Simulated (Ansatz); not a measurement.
```yaml
crystal:
  periodic: [false, false, false]
  atoms:
    - {symbol: Mo, position_ang: [1.366296, -0.176047, 0.440805]}
    - {symbol: Mo, position_ang: [-0.119174, 1.584421, -0.678144]}
    - {symbol: Mo, position_ang: [-0.702242, 0.320918, 1.291053]}
    - {symbol: Mo, position_ang: [-0.120652, -1.787060, -0.587793]}
    - {symbol: Mo, position_ang: [0.328486, -0.289662, -2.191656]}
    - {symbol: Si, position_ang: [-1.931974, -0.091025, -1.103555]}
    - {symbol: Si, position_ang: [1.179259, 0.438455, 2.829281]}
basis:
  gaussian: {orbitals: def2-TZVPD, initial_orbitals: start.molden}
total_charge: -1
magnetization: {spin_polarized: true, initial_magnetization: 1}
hamiltonian: {xc: {name: CAM-B3LYP}, dispersion: d4}
scf: {omitted_lower_state_checks: [starts]}
output: {orbitals: {seedname: orbitals}}
```

The file start.molden holds the orbitals of an earlier run on this structure, at another level or in another basis.

```sh
$ ansatz run in.yaml --threads 4 --pin off --events-out ev --progress --plain --max-ram 4787MiB
```

Task: Does this run fit into the memory that it is given?

Result: No. It has 286 basis functions, and Ansatz plans for 5.35 GiB where 4.67 GiB are given.
